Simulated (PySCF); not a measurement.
**Orbital energies and ionisation energy**

C5H15NSi2.
Geometry (PBE0-D3(BJ)/def2-SVP, Å), atoms numbered from 1 in this order:
```xyz
23
C5H15NSi2 angstrom
C      1.885    0.557   -1.664
Si     2.123   -0.256    0.013
C      1.234   -1.912    0.161
C      0.042   -2.141    0.744
Si    -1.044   -0.780    1.447
N     -1.163    0.498    0.265
C     -1.224    1.887    0.641
C     -1.789    0.204   -1.001
H      0.834    0.849   -1.800
H      2.512    1.457   -1.749
H      2.162   -0.132   -2.476
H      3.582   -0.554    0.194
H      1.719    0.664    1.120
H      1.778   -2.780   -0.245
H     -0.324   -3.178    0.792
H     -0.475   -0.165    2.684
H     -2.369   -1.397    1.798
H     -0.684    2.054    1.585
H     -0.744    2.519   -0.129
H     -2.260    2.261    0.772
H     -1.365    0.831   -1.807
H     -1.614   -0.847   -1.283
H     -2.884    0.378   -0.996
```

Level: CAM-B3LYP/def2-SVPD (PySCF). Frontier orbitals with their largest atomic shares (Löwdin; up to four atoms above 4 %):

```csv
orbital,ε (eV),main atoms
HOMO−3,-10.39,"Si2 29 %, H13 21 %, H12 14 %, C1 9 %"
HOMO−2,-9.61,"C3 24 %, C4 21 %, Si2 13 %, Si5 10 %"
HOMO−1,-9.07,"C4 33 %, C3 32 %, C1 8 %, Si2 6 %"
HOMO,-7.74,?
LUMO,0.06,"C4 28 %, C3 27 %, Si5 12 %, Si2 8 %"
LUMO+1,1.21,"Si5 10 %, Si2 10 %, C7 10 %, C8 9 %"
LUMO+2,1.56,"C4 13 %, Si5 12 %, C3 12 %, H15 11 %"
```

Question: What vertical ionisation energy does ΔSCF give, and how far is −ε(HOMO) from it?

Answer: ΔSCF: 8.24 eV (795 kJ/mol; threshold wavelength 150 nm); ⟨S²⟩ of the doublet left behind is 0.756, against 0.75 for a pure doublet. −ε(HOMO) is 7.74 eV, 0.50 eV below it. In exact Kohn–Sham theory the two would be equal; CAM-B3LYP (range-separated hybrid) falls short of its own ΔSCF value by 6 %.

Question: On which atoms does the HOMO lie?

Answer: N6 (silicon-bound nitrogen) 53 %, C7 (N-methyl carbon) 8 %, C8 (N-methyl carbon) 8 %, Si5 (SiH2 silicon) 6 %. The HOMO−1 lies 1.33 eV lower.

Question: With α = 122.5 au, estimate the like-pair dispersion coefficient by London's formula C6 = (3/4)α²I.

Answer: I = 0.3030 Eh, so C6 ≈ 3410 au, a rough estimate.

Question: Shift the occupied levels rigidly so that −ε(HOMO) equals the ΔSCF value. What binding energies result?

Answer: The shift is +0.50 eV: HOMO 8.24, HOMO−1 9.57, HOMO−2 10.11, HOMO−3 10.89 eV. A rigid shift is only a rough guide to the deeper ionisations.

Question: How many of the 10 lowest singlet excitations (vertical TDDFT, same level) lie below the ionisation energy?

Answer: All 10; they run from 4.90 to 7.46 eV.

Question: What total energies stand behind the ΔSCF value?

Answer: E(N) = -832.79772 Eh and E(N − 1) = -832.49476 Eh at the same geometry, 0.30296 Eh apart.

Geometry: PBE0-D3(BJ)/def2-SVP, one conformer, isolated molecule.

These values come from a run that also computed excited states and ΔSCF ions. Time: 3.3 min of wall time; peak memory 1.5 GiB. Hardware: one thread, Intel Xeon 6975P-C (x86_64), shared host.
